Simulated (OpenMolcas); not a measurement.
# Re6+: moving or changing the point charges

Re6+ among 2 point charges of -2.5 e arranged as a linear pair (D∞h), 2.21 Å from the ion.
```
   0.0000    0.0000    2.2100  -2.50
   0.0000    0.0000   -2.2100  -2.50
```

```
Program             : OpenMolcas 26.06
Method              : CASSCF
Basis               : ANO-RCC-VDZP [7s6p4d2f1g]
Scalar Hamiltonian  : DKH2, point nucleus
Active space        : 1 electron in 5 orbitals (5d)
State averaging     : 2S+1 = 2 even, 5 roots
Spin-orbit coupling : state interaction with AMFI integrals over the reference wave functions
```

Runs around this geometry, states (labels by Λ). Energies in cm-1 above the lowest state or level, χT in cm3 K/mol.

| R (Å) | q (e) | Ground state | First state of that spin | First gap with spin-orbit (degeneracies) | χT at 300 K |
| --- | --- | --- | --- | --- | --- |
| 2.21 | -1.25 | 2Δ | 2Π 6724 | 6969 (2, 2) | 0.161 |
| 2.03 | -2.5 | 2Δ | 2Π 16999 | 10389 (2, 2) | 0.144 |
| 2.21 | -2.5 | 2Δ | 2Π 13526 | 10632 (2, 2) | 0.147 |
| 2.42 | -2.5 | 2Δ | 2Π 10545 | 10684 (2, 2) | 0.152 |

Taking the first state of the same spin as R^-n, n = -ln(10545 / 16999) / ln(2.42 / 2.03) = 2.7 between the shortest and longest distance.

Scaling the charges by -1.25 / -2.5 = 0.50 scales the first state of the same spin by 6724 / 13526 = 0.50; with fixed orbitals a first-order splitting would follow the charge.

Point charges carry no covalency, so the field is a model and not that of real ligands. No measured value stands beside these numbers.
